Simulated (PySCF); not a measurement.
N,N-disilylpropan-2-amine (C₃H₁₃NSi₂), SMILES [SiH3]N(C(C)C)[SiH3].

Geometry optimised at PBE-D3(BJ)/def2-SVP. Other conformers were not sampled.

Computed with PBE-D3(BJ)/def2-SVP in PySCF 2.14.0.

Frequencies are harmonic and unscaled.

```csv
mode,ν (cm⁻¹),IR (km/mol),moving atoms (share of kinetic energy)
1,48,0.0,"C 43 %, H 32 %, Si 21 %"
2,91,0.1,H 78 %
3,119,0.1,H 84 %
4,162,0.8,"H 54 %, C 21 %, N 19 %"
5,181,0.1,"Si 42 %, H 31 %, C 19 %"
6,209,0.2,"Si 46 %, H 26 %, C 23 %"
7,247,0.1,H 94 %
8,275,0.1,H 93 %
9,341,0.6,"H 39 %, C 34 %, Si 21 %"
10,405,1.9,"C 34 %, H 33 %, N 31 %"
11,447,2.9,"C 47 %, H 37 %, Si 14 %"
12,546,2.1,"Si 40 %, H 32 %, C 22 %"
13,629,2.0,"H 82 %, Si 16 %"
14,677,1.3,"H 89 %, Si 10 %"
15,681,54.3,"H 74 %, N 16 %"
16,702,34.1,"H 76 %, C 13 %, Si 9 %"
17,857,8.3,"C 52 %, H 38 %, N 9 %"
18,885,32.4,H 95 %
19,889,155.3,H 94 %
20,891,3.7,"H 85 %, C 14 %"
21,901,218.2,H 90 %
22,913,10.6,"H 70 %, C 27 %"
23,928,196.7,H 88 %
24,933,237.6,"H 79 %, N 10 %, Si 8 %"
25,965,9.2,"H 70 %, N 20 %"
26,971,26.7,"H 78 %, N 15 %"
27,1015,103.8,"N 53 %, H 29 %, C 13 %"
28,1118,9.6,"C 56 %, H 43 %"
29,1139,99.0,"C 44 %, H 30 %, N 24 %"
30,1155,43.9,"C 54 %, H 40 %"
31,1290,3.7,"H 73 %, C 27 %"
32,1333,13.5,"H 74 %, C 25 %"
33,1337,8.4,"H 80 %, C 18 %"
34,1353,23.9,"H 78 %, C 20 %"
35,1403,0.6,H 97 %
36,1410,0.4,H 94 %
37,1420,6.9,H 96 %
38,1427,4.5,H 95 %
39,2127,135.0,H 96 %
40,2133,151.1,H 97 %
41,2136,186.3,H 97 %
42,2147,23.9,H 98 %
43,2181,2.8,H 97 %
44,2193,169.2,H 97 %
45,2920,18.6,H 92 %
46,2964,12.7,H 97 %
47,2970,14.7,H 97 %
48,3050,12.3,"H 91 %, C 9 %"
49,3060,25.3,"H 91 %, C 9 %"
50,3069,13.3,"H 91 %, C 9 %"
51,3075,14.0,"H 90 %, C 10 %"
```
